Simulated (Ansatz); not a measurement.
The cluster Nb3S4⁺, 7 atoms. Hardware: 4 threads of Arm Neoverse V2 on a shared host.

In the def2 sets Nb takes a core potential; there is no spin–orbit coupling. Correlated methods freeze 20 core orbitals; core or outer-core shells of Nb are correlated, in sets that lack core-valence functions.

Q: How many basis functions does each of these Ansatz runs have, and roughly what does it cost? HF/STO-3G, charge 1 singlet, energy; B3LYP-D4/def2-SVP, charge 1 singlet, relaxation, 15 steps; PBE-D4/def2-TZVP, charge 1 singlet, energy and forces, from earlier orbitals; CCSD(T)/def2-SVP, charge 1 singlet, energy, from earlier orbitals; PBE-QIDH/def2-TZVP, charge 1 singlet, energy, from earlier orbitals; MP2/def2-TZVP, charge 1 singlet, energy, from earlier orbitals; PBE0-D4/def2-SVP, charge 1 singlet, energy, from earlier orbitals; PBE-D4/def2-SVP, charge 1 singlet, energy, from earlier orbitals; r2SCANh-D4/def2-TZVP, charge 1 singlet, energy, from earlier orbitals; r2SCAN-D4/def2-TZVP, charge 1 singlet, energy, from earlier orbitals; PBE0-D4/def2-TZVP, charge 1 singlet, energy, from earlier orbitals; ωB97X-V/def2-TZVP, charge 1 singlet, energy, from earlier orbitals.

A: Other jobs shared the machine, so times can vary by a factor of up to 3. A dash marks memory too small to be measured apart from the calling script's.

| run | functions | fitting or Cholesky vectors | wall time | peak host memory (GiB) |
| --- | --- | --- | --- | --- |
| PBE-D4/def2-SVP, charge 1 singlet, energy, from earlier orbitals | 165 | 1651 | 4.3 s | – |
| HF/STO-3G, charge 1 singlet, energy | 117 | 1425 | 4.6 s | – |
| PBE0-D4/def2-SVP, charge 1 singlet, energy, from earlier orbitals | 165 | 1613 | 6.5 s | 0.56 |
| PBE-D4/def2-TZVP, charge 1 singlet, energy and forces, from earlier orbitals | 268 | 1998 | 8 s | 0.58 |
| PBE0-D4/def2-TZVP, charge 1 singlet, energy, from earlier orbitals | 268 | 2197 | 17 s | 1.4 |
| r2SCAN-D4/def2-TZVP, charge 1 singlet, energy, from earlier orbitals | 268 | 1998 | 18 s | 0.64 |
| MP2/def2-TZVP, charge 1 singlet, energy, from earlier orbitals | 268 | 1940 | 19 s | 1.1 |
| r2SCANh-D4/def2-TZVP, charge 1 singlet, energy, from earlier orbitals | 268 | 1998 | 22 s | 1.4 |
| PBE-QIDH/def2-TZVP, charge 1 singlet, energy, from earlier orbitals | 268 | 1940 | 25 s | 1.1 |
| ωB97X-V/def2-TZVP, charge 1 singlet, energy, from earlier orbitals | 268 | 2110 | 33 s | 1.4 |
| B3LYP-D4/def2-SVP, charge 1 singlet, relaxation, 15 steps | 165 | 1709 | 86 s | – |
| CCSD(T)/def2-SVP, charge 1 singlet, energy, from earlier orbitals | 165 | 1613 | 3.9 min | 2 |
